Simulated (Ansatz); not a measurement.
`N#C[SiH2][GaH2]` + NH₃ → `N[SiH2][GaH2]` + `C#N` at 700 K and 1 bar (ligand exchange at the Si–C bond).

Program: Ansatz. Geometries: PBE0-D4/def2-TZVP. ΔE: electronic, gas phase. CCSD(T)/CBS adds triple-zeta CCSD(T) − MP2 to the extrapolated MP2 energy (def2 sets, frozen cores). This one scheme is used for every species. For Ga outer-core shells are correlated without core-valence functions, which leaves a few kJ/mol of doubt a bond. Scalar relativity is left out up to krypton. Each species was taken in one conformer, which may not be the lowest.

```tsv
species	CCSD(T)/CBS energy (Eh)	H − E (kJ/mol)	S (J/(mol·K))
`N#C[SiH2][GaH2]`	-2308.14688	172.3	460.9
NH₃	-56.50880	116.9	226.5
`N[SiH2][GaH2]`	-2271.33200	219.3	446.0
`C#N`	-93.32098	68.7	235.2
```

H − E and S are ideal-gas, rigid-rotor, harmonic terms from PBE0-D4/def2-TZVP, for one conformer and one mirror image of each species. 1 Eh = 2625.50 kJ/mol, R = 8.31446 J/(mol·K).

Problem. By hand: ΔE, ΔH, ΔS and ΔG.

Solution. ΔE = (-2271.33200) + (-93.32098) − (-2308.14688) − (-56.50880) = 0.00270 Eh = 7.1 kJ/mol. Δ(H − E) = 219.3 + 68.7 − 172.3 − 116.9 = -1.2, so ΔH = 5.9 kJ/mol. ΔS = 446.0 + 235.2 − 460.9 − 226.5 = -6.2 J/(mol·K). ΔG = 5.9 − 700 × (-6.2)/1000 = 10.2 kJ/mol.

Problem. By hand: the equilibrium constant, and the temperature at which ΔG would vanish if ΔH and ΔS stayed fixed.

Solution. log₁₀ K = −ΔG/(RT ln 10) = -0.8. ΔH and −TΔS have one sign here, so there is no such temperature.

TΔS isn't small against ΔH here. A doubt of 5 kJ/mol in ΔE shifts log₁₀ K by 0.4 here. Other conformers and mirror images would add mixing entropy, several J/(mol·K) or more a flexible species. Modes under 60 cm⁻¹, often nearly free rotors, make the harmonic entropy too high. These are equilibria of isolated gas molecules and say nothing of rates. Largest T1 diagnostic: 0.014 (customary marks: 0.02 for closed shells, 0.045 for open ones).

ΔS is within the doubt of such terms, so its sign, and with it that verdict, could turn.
